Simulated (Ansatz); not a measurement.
**Question.** Name a neutral molecule of Br, C, F, O, Si and H with HOMO energy (B3LYP/def2-TZVPP) between -7.55 and -7.25 eV and HOMO energy (ωB97M-V/def2-TZVPP) between -10.15 and -9.85 eV (Ansatz, PBE0-D4/def2-TZVP geometry).

**Answer.** `FC1(Br)O[SiH2]1` (-7.53 eV, -9.91 eV). Other molecules can fit too; these were computed, each in one conformer that needn't be the lowest.

B3LYP here is the variant with VWN-RPA as its local correlation; programs differ in this.
